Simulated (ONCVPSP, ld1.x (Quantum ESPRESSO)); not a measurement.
## Potentials for phosphorus (P) compared

Generated with ld1.x 7.5 (TM, RRKJ, ultrasoft, PAW), atompaw 4.2 or ONCVPSP 4.0.1. The cutoff is in Ry: for ld1.x and atompaw files where the sum of valence levels is converged to 10 mRy in a Bessel basis, for ONCV files where the hardest occupied wave has 1 mHa per electron of residual kinetic energy. The error is the largest all-electron minus pseudo excitation energy over each file’s own four to seven test configurations (ionisations up to +4, promotions, holes and added fractions of an electron), all of which were solved. The labels leave out finer settings (local radius, basis sizes, second energies), which also bear on the numbers. Spin-polarised tests are not counted. The rows are a selection from randomly drawn settings: files with unsolved tests, undetermined cutoffs or missed reference levels are left out.

A true bound ghost makes a file unfit for plane-wave use even where its test errors are small: the radial tests pick states by their node count and pass the ghost by.

```tsv
potential	cutoff (Ry)	largest error (meV)	bound ghosts
ultrasoft, PBE, scalar-relativistic, rc 1.75/1.65/1.60 (spd), local smoothed, core correction no, reference 3s2 3p1	10	+70	none
TM, Wu–Cohen, scalar-relativistic, rc 1.25/1.70 (sp), local s, core correction no, reference 3s2 3p3	45	+104	none
ONCV, PBEsol, scalar-relativistic, rc 0.95/0.80/0.75 (spd), local smoothed, core correction yes, reference 2s2 2p6 3s1.5 3p3.5, qcut 11.6/21.7/13.8, projectors 2/2/1	323	-427	none
TM semilocal, LDA (PZ), scalar-relativistic, rc 1.45/1.50 (sp), local s, core correction no, reference 3s1.75 3p3.25	21	+478	none
PAW, LDA (PZ), non-relativistic, rc 1.45/1.85 (sp), local smoothed, core correction yes, reference 3s2 3p3	18	-159	none
RRKJ, PBE, non-relativistic, rc 1.40/1.60/1.35 (spd), local s, core correction yes, reference 3s1.75 3p3.25	35	+23	none
ONCV, LDA (Perdew-Wang 92), scalar-relativistic, rc 0.70/0.85 (sp), local smoothed, core correction yes, reference 2s2 2p6 3s2 3p3, qcut 13.2/15.3, projectors 3/2	195	-414	none
```

Question: Fill in the row for P: ONCV, PBE, scalar-relativistic, rc 1.15/1.70/1.50 (spd), local smoothed, core correction yes, reference 3s2 3p2.5, qcut 4.4/4.6/6.6, projectors 3/1/2.

Answer: cutoff 117 Ry, largest error -4.7 meV, bound ghosts: s.
